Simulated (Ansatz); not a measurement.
HIn, charge -1, doublet, geometry from GFN2-xTB (such geometries of metal compounds can be far from the true shape) (a state made from the parent by changing its charge; the spin is typed, not shown lowest) (all electrons, no relativity) (a gas-phase anion, which may not be bound at this level), with bond 1-2 at 1.8 times its length; SC-NEVPT2/STO-3G, CASSCF(5,5) (Ansatz, a first-principles code).

Here is a job for Ansatz.
Ansatz 0.2 input:
```yaml
crystal:
  periodic: [false, false, false]
  atoms:
    - {symbol: In, position_ang: [0.00000000, 0.00000000, -1.46628259]}
    - {symbol: H, position_ang: [0.00000000, 0.00000000, 1.75238651]}
basis:
  gaussian:
    orbitals: STO-3G
total_charge: -1
correlation: {method: sc_nevpt2, electrons: all, active_space: {window: {electrons: 5, orbitals: 5}}}
magnetization: {spin_polarized: false, initial_magnetization: 1}
```

Problem. What does Ansatz print? Leave out banner, timings and long lists.

Solution. 
```
Functional definition: HF
369 factors; integrals over basis functions are off by at most 1.9e-5 eV
mean field evaluation 1: about -154641.3608 eV, gradient 6.2e0 eV
mean field evaluation 2: about -154641.3645 eV, gradient 6.2e0 eV
mean field evaluation 4: about -154642.3431 eV, gradient 1.5e-1 eV
mean field evaluation 8: about -154642.3413 eV, gradient 9.1e-6 eV
mean field evaluation 16: about -154641.6632 eV, gradient 2.0e0 eV
mean field -154642.34134942 eV, -5683.0012242473 hartree, gradient 9.1e-6 eV, S^2 0.750000; 4 other end points of the search recorded, 0 dependent functions left out
reference -154642.34134942 eV, -5683.0012242473 hartree; 26, 25 occupied and 2, 3 virtual orbitals, 369 factors
state -154643.74951512 eV, -5683.0529733825 hartree
state -154643.74951512 eV, -5683.0529733825 hartree; corrected -154643.76422057 eV, -5683.0535137976 hartree
Total energy: -154643.76422057 eV, -5683.0535137976 hartree
```
